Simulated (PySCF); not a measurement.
**Molybdenum: a sound run and one with changed settings**

Sound run: Mo+ [Kr] 4d5, Mo(2+) [Kr] 4d4. Calculation: PySCF 2.14, in x2c-SVPall; scalar relativity by spin-free X2C-1e. In the sound run the correlated levels freeze [Kr]. The sound run starts from symmetry-adapted Hartree-Fock orbitals and uses a fine grid where one is needed.

Changed run: no relativity, point nucleus. This setting is unsound on purpose.

| species | method | sound run (hartree) | changed run (hartree) | converged |
| --- | --- | --- | --- | --- |
| Mo+ | UHF | -4045.59487 | -3929.37063 | yes |
| Mo+ | BP86 | -4048.19734 | -3931.98400 | yes |
| Mo+ | LDA | -4042.95700 | -3926.74887 | yes |
| Mo+ | MP2 | -4045.64155 | -3929.41684 | yes |
| Mo(2+) | UHF | -4045.03901 | -3928.80307 | yes |
| Mo(2+) | BP86 | -4047.58747 | -3931.36371 | yes |
| Mo(2+) | LDA | -4042.34060 | -3926.12203 | yes |
| Mo(2+) | MP2 | -4045.06602 | -3928.82982 | yes |

Ionisation energy of Mo+:

```tsv
method	sound run (eV)	changed run (eV)
UHF	15.126	15.444
BP86	16.595	16.879
LDA	16.773	17.057
MP2	15.661	15.974
SCS-MP2	15.304	15.621
```

Most of the change in total energy is the relativistic energy itself. On top of that the contraction fixes the core shape for the Hamiltonian it was made with, so the changed run is not a good calculation with the other Hamiltonian either.

For comparison, NIST gives 16.16 ± 0.12 eV between the lowest levels.
